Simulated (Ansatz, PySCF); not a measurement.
Stretching the B1–H2 bond in CH5BSe (SMILES CB[SeH]) (multiplicity 1 held, fragments rigid). Energies count from the point at 1.189 Å.
Geometry at that point (charge 0, multiplicity 1):
```json
[
 {"atom": "B", "x (Å)": "-0.1528", "y (Å)": "-0.5534", "z (Å)": "1.0626"},
 {"atom": "H", "x (Å)": "-1.1320", "y (Å)": "-0.5894", "z (Å)": "1.7355"},
 {"atom": "C", "x (Å)": "1.1691", "y (Å)": "-1.2645", "z (Å)": "1.4816"},
 {"atom": "H", "x (Å)": "0.9786", "y (Å)": "-2.3331", "z (Å)": "1.6320"},
 {"atom": "H", "x (Å)": "1.4936", "y (Å)": "-0.8885", "z (Å)": "2.4585"},
 {"atom": "H", "x (Å)": "2.0000", "y (Å)": "-1.1608", "z (Å)": "0.7826"},
 {"atom": "Se", "x (Å)": "-0.2340", "y (Å)": "0.4253", "z (Å)": "-0.5976"},
 {"atom": "H", "x (Å)": "-1.6347", "y (Å)": "0.8649", "z (Å)": "-0.4932"}
]
```

Restricted levels (R-, RO-) in cc, def2 and unpolarised 6-31G sets keep to the state of the molecule at rest. U- levels take the lowest unrestricted solution at each point, which mixes spins at long bonds. Curves can end on different states.

Rows in 3-21G carry no dispersion term and start afresh at each structure; the Pople sets are all-electron and without relativity.

Programs: Ansatz (Gaussian orbitals); PySCF for 3-21G rows. 

One of these levels gives 109.47 kcal/mol for the energy at R = 3.804 Å. Which?
A. R-wB97X-V/cc-pVTZ
B. U-wB97X-V/cc-pVTZ
C. R-r2SCAN/cc-pVTZ
D. R-HF/3-21G

B, U-wB97X-V/cc-pVTZ. The others give 182.12 (R-HF/3-21G), 132.19 (R-r2SCAN/cc-pVTZ), 154.86 (R-wB97X-V/cc-pVTZ)

Doubts at one or more of the structures used: a restricted determinant that unrestricted orbitals would lower (R-HF/3-21G, R-r2SCAN/cc-pVTZ, R-wB97X-V/cc-pVTZ); a spin-contaminated determinant (U-wB97X-V/cc-pVTZ).

Ansatz is a first-principles code.
